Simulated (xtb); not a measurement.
BF, charge -1, doublet, at a GFN2-xTB geometry (the spin is typed, not shown lowest); GFN1-xTB (xtb).

The xtb input:
```
$ xtb mol.xyz --gfn 1 --chrg -1 --uhf 1 --etemp 10000 --json

# file mol.xyz
2

B     -0.00000000    -0.00000000    -1.05967647
F      0.00000000     0.00000000     0.58870915
```

The log (banner, timings and long lists left out):

```
   ID    Z sym.   atoms
    1    5 B      1
    2    9 F      2

           -------------------------------------------------
          |                Calculation Setup                |
           -------------------------------------------------

           -------------------------------------------------
          |                 G F N 1 - x T B                 |
           -------------------------------------------------

          ...................................................
          :                      SETUP                      :
          :.................................................:
          :  # basis functions                   8          :
          :  # atomic orbitals                   8          :
          :  # shells                            4          :
          :  # electrons                        11          :
          :  # halogen bonds                     0          :
          :  max. iterations                   250          :
          :  Hamiltonian                  GFN1-xTB          :
          :  restarted?                      false          :
          :  GBSA solvation                  false          :
          :  PC potential                    false          :
          :  electronic temp.        10000.0000000     K    :
          :  accuracy                    1.0000000          :
          :  -> integral cutoff          0.2500000E+02      :
          :  -> integral neglect         0.1000000E-07      :
          :  -> SCF convergence          0.1000000E-05 Eh   :
          :  -> wf. convergence          0.2000000E-04 e    :
          :  Broyden damping             0.4000000          :
          :  net charge                         -1          :
          :  unpaired electrons                  1          :
          ...................................................

 iter      E             dE          RMSdq      gap      omega  full diag
   1     -6.6487723 -0.664877E+01  0.639E+00    0.00       0.0  T
   2     -6.6538751 -0.510277E-02  0.337E+00    0.00       1.0  T
   3     -6.6539378 -0.627450E-04  0.870E-01    0.00       1.0  T
   4     -6.6539548 -0.170327E-04  0.323E-02    0.00       2.2  T
   5     -6.6539556 -0.797511E-06  0.216E-03    0.00      32.8  T
   6     -6.6539556 -0.321467E-08  0.246E-04    0.00     287.6  T
   7     -6.6539556 -0.220330E-10  0.278E-06    0.00   25395.0  T
   8     -6.6539556 -0.621725E-14  0.655E-10    0.00  100000.0  T

[...]
         :: total energy              -6.652972591665 Eh    ::
[...]
         :: add. restraining           0.000000000000 Eh    ::
         :: total charge              -1.000000000000 e     ::
         :::::::::::::::::::::::::::::::::::::::::::::::::::::

           -------------------------------------------------
          |                Property Printout                |
           -------------------------------------------------

    * Orbital Energies and Occupations

         #    Occupation            Energy/Eh            Energy/eV
      -------------------------------------------------------------
         1        2.0000           -0.4853050             -13.2058
         2        1.9954           -0.2511229              -6.8334
         3        1.9828           -0.2090189              -5.6877
         4        1.9828           -0.2090189              -5.6877
         5        1.8889           -0.1472614              -4.0072
         6        0.5724            0.0035958               0.0978 (HOMO)
         7        0.5724            0.0035958               0.0978 (LUMO)
         8        0.0054            0.1711377               4.6569
      -------------------------------------------------------------
                  HL-Gap            0.0000000 Eh            0.0000 eV
             Fermi-level           -0.0373285 Eh           -1.0158 eV

  Mulliken/CM5 charges         n(s)   n(p)   n(d)
     1B    -0.56914 -0.59309   1.823  1.746  0.000
     2F    -0.43086 -0.40691   1.903  5.528  0.000

Wiberg/Mayer (AO) data.
largest (>0.10) Wiberg bond orders for each atom

 ---------------------------------------------------------------------------
     #   Z sym  total        # sym  WBO       # sym  WBO       # sym  WBO
 ---------------------------------------------------------------------------
     1   5 B    0.787 --     2 F    0.787
     2   9 F    0.787 --     1 B    0.787
 ---------------------------------------------------------------------------

Topologies differ in total number of bonds
Writing topology from bond orders to xtbtopo.mol

 dipole moment from electron density (au)
     X       Y       Z
   0.0000   0.0000   1.0401  total (Debye):    2.644

           -------------------------------------------------
          | TOTAL ENERGY               -6.652972591665 Eh   |
          | GRADIENT NORM               0.028941228071 Eh/α |
          | HOMO-LUMO GAP               0.000000000000 eV   |
           -------------------------------------------------

normal termination of xtb
```
